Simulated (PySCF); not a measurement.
## Static response to an electric field

FH₇P₂Si₂.
Atom-mapped SMILES: `[F:1][Si@H:2]([PH2:3])[SiH2:4][PH2:5]` (hydrogens: H6 on Si2; H7, H8 on P3; H9, H10 on Si4; H11, H12 on P5)

Cartesian coordinates in Å at the GFN2-xTB level; atoms count from 1:
```
atom  x, y, z in Å
F1    -0.2391    1.6741    1.6462
Si2   -0.5894    0.9743    0.2248
P3    -2.8316    0.9190    0.1622
Si4    0.6036   -1.0378    0.1699
P5     2.7867   -0.9249    0.6607
H6    -0.1658    2.0222   -0.7079
H7    -2.9580   -0.2457    0.9020
H8    -2.8784    0.2315   -1.0384
H9     0.5283   -1.6322   -1.1727
H10    0.0493   -2.0313    1.1032
H11    3.0601    0.1307   -0.1937
H12    2.6357   -0.0807    1.7472
```

Level: B3LYP/def2-SVPD (PySCF), static field, nuclei fixed, core orbitals frozen in the response. The polarisability tensor in these axes (au):

```
x   160.65 -18.50   7.01
y   -18.50 103.80  -1.73
z     7.01  -1.73  89.25
```

Question: Give the principal values, the mean and the anisotropy Δα = √{½[(α1 − α2)² + (α2 − α3)² + (α1 − α3)²]}.

Answer: Principal values 88.57, 98.33 and 166.81 au; mean 117.90 au = 17.47 Å³ = 19.44 × 10⁻⁴⁰ C²·m²/J; Δα = 73.85 au (63 % of the mean).

Question: What is the dipole moment, and where does it point?

Answer: (-0.25, -0.86, -1.29) D, 1.57 D in size, pointing from the negative to the positive side. Measured along this direction, the outermost atoms are F1 at the negative end and H9 at the positive end.

Question: What molar refraction does this α imply?

Answer: Lorentz–Lorenz: R = (4π/3)N_A α = 2.5225 cm³/(mol·Å³) × 17.47 Å³ = 44.1 cm³/mol, in the limit of long wavelengths.

Question: Directions of the eigenvectors, and the extent of the frame along each?

Answer: Largest value along (0.95, -0.28, 0.09), where the nuclei span 5.93 Å; middle along (0.28, 0.96, 0.03), 3.77 Å; least along (-0.10, -0.01, 1.00), 2.86 Å. The response follows the extents in order.

Question: How large is μ²/3kT at 350 K beside α?

Answer: In Gaussian units μ²/3kT = 16.94 Å³ against 17.47 Å³, a ratio of 0.97; the Debye molar polarisation (4π/3)N_A(α + μ²/3kT) is 86.8 cm³/mol, leaving out the vibrational part.

Question: What are the principal values of the traceless quadrupole moment, Θ = ½Σq(3rr − r²1), about the centre of nuclear charge?

Answer: -9.74, 3.27, 6.46 D·Å. The values depend on the origin, since the dipole doesn't vanish. The electronic extent ⟨r²⟩ about the same centre is 1552 bohr², a root-mean-square distance of 2.42 Å for the 74 electrons.

Question: Form Σ f/ω² (atomic units) for the 8 lowest TDDFT singlets, given as eV and f, and set it beside the mean polarisability, which is this sum over all singlets: 5.12, 0.1541; 5.62, 0.2706; 6.01, 0.3460; 6.15, 0.0047; 6.20, 0.0422; 6.33, 0.0107; 6.46, 0.0147; 6.65, 0.0151.

Answer: They add up to 19.41 au, 16.5 % of the 117.90 au; the largest single term is 7.09 au, from the state at 6.01 eV. Terms in order: 4.36, 6.34, 7.09, 0.09, 0.81, 0.20, 0.26, 0.25 au. Higher excitations give the rest. The strengths listed sum to 0.858.

Isolated species at its GFN2-xTB geometry (one conformer only).

These values come from a run that also computed excited states. Time: 19 s of wall time; peak memory 0.71 GiB. Hardware: one thread, Intel Xeon Platinum 8488C (x86_64), no GPU, shared host with 96 logical CPUs at a one-minute load of 24.
